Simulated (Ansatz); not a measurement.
Molecule: bromo(fluoro)methane, CH2BrF (charge 0, singlet). 
Coordinates optimised at B3LYP-D3(BJ)/def2-TZVP (Ansatz, a first-principles code):
SMILES: FCBr
```xyz
5

F     -1.8086     0.8720    -0.1203
C     -1.1928    -0.3299     0.0514
Br     0.7524    -0.1183     0.0147
H     -1.4463    -0.7339     1.0269
H     -1.4520    -0.9932    -0.7682
```

Basis-set convergence of Hartree-Fock and CCSD(T) correlation energies (hartree) with Ansatz. Valence correlation only, unless marked. No spin-orbit coupling. Frozen are the shells of the preceding noble gas and the d and f shells that filled before the atom's block. No relativistic terms.

```tsv
basis	functions	E(HF)	E(corr, CCSD(T))
cc-pVDZ	65	-2710.84689	-0.47841
cc-pVTZ	131	-2710.97383	-0.63053
cc-pVQZ	238	-2710.98801	-0.68280
```

Extrapolating the two largest sets (X = 3 and 4) as X^-3: E(corr) = (64·(-0.68280) - 27·(-0.63053))/37 = -0.7209 Eh, an estimate of the basis-set limit. The largest set recovers 94.7 % of it, the smallest 66.4 %.
